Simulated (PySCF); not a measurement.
## Electronic absorption of SbBr3

SbBr3.
Z-matrix (Å and degrees, PBE0-D3(BJ)/def2-SVP geometry), rows numbered from 1:
```
Sb
Br  1  2.5203
Br  1  2.5129  2   97.87
Br  1  2.5132  2   98.88  3    99.96
```

Method: TDDFT PBE0/def2-SVPD, vertical, gas phase, core orbitals frozen in the response, def2 core potentials past Kr in PySCF 2.14.0, density-fitted response routines. Spin–orbit coupling is left out.

| state | E (eV) | E (hartree) | f | \|μ\| (D) | main configurations (H = HOMO, L = LUMO) |
| --- | --- | --- | --- | --- | --- |
| S1 | 4.60 | 0.1692 | 0.034 | 1.40 | H→L (98%) |
| S2 | 4.73 | 0.1739 | 0.0034 | 0.44 | H-1→L (44%), H→L+1 (36%), H-2→L (15%) |
| S3 | 4.74 | 0.1742 | 0.0029 | 0.40 | H-1→L (50%), H→L+1 (26%), H-2→L (16%) |
| S4 | 4.76 | 0.1750 | 0.0049 | 0.52 | H→L+2 (57%), H-3→L (31%) |
| S5 | 4.90 | 0.1801 | 0.0006 | 0.18 | H-1→L+1 (74%), H-2→L+1 (9%) |
| S6 | 4.94 | 0.1814 | 0.0001 | 0.08 | H-1→L+2 (66%), H-3→L+1 (10%), H-2→L (9%) |
| S7 | 5.03 | 0.1847 | 0.0046 | 0.49 | H-2→L+1 (65%), H-3→L+2 (14%), H-3→L (8%) |
| S8 | 5.06 | 0.1859 | 0.0047 | 0.50 | H-3→L+1 (36%), H-2→L (22%), H-2→L+2 (14%) |
| S9 | 5.08 | 0.1868 | 0.0038 | 0.45 | H-3→L+2 (43%), H-2→L+2 (27%), H-3→L (12%) |
| S10 | 5.09 | 0.1871 | 0.0008 | 0.21 | H-2→L+2 (38%), H-3→L+1 (30%), H-3→L+2 (20%) |

Triplets (Tamm–Dancoff): T1 3.98 eV, H→L (51%), H→L+1 (44%); T2 4.01 eV, H→L+1 (48%), H→L (43%); T3 4.03 eV, H→L+2 (90%); T4 4.37 eV, H-1→L (78%).

The lowest singlet lies at 4.60 eV (269 nm, ultraviolet) and is of moderate strength; its leading configuration is HOMO→LUMO (98%). The lowest level is also the most intense of those listed (f = 0.034). S2/S3 and S9/S10 lie within about 0.01 eV of each other in each set. Löwdin shares by element: HOMO bromine 72%, antimony 28%; LUMO bromine 57%, antimony 43%. Orbital energies (eV): HOMO-3 -8.68, HOMO-2 -8.66, HOMO-1 -8.53, HOMO -8.23, LUMO -2.51, LUMO+1 -2.38, LUMO+2 -2.34. Weighted by f, the mean energy of these states is 4.74 eV. Of the 10 states listed, 1 reaches f = 0.01 and 1 stays under 0.0005. The vertical ionisation energy (ΔSCF) is 10.02 eV, 4.92 eV above S10. Orbitals of the list HOMO-3 to LUMO+2 that lie within 0.01 eV of each other are written together with a slash and their weights summed (≥ marks a lower bound); for degenerate orbitals outside that list single weights are arbitrary. Singlets were solved by full linear response, triplets in the Tamm–Dancoff approximation.
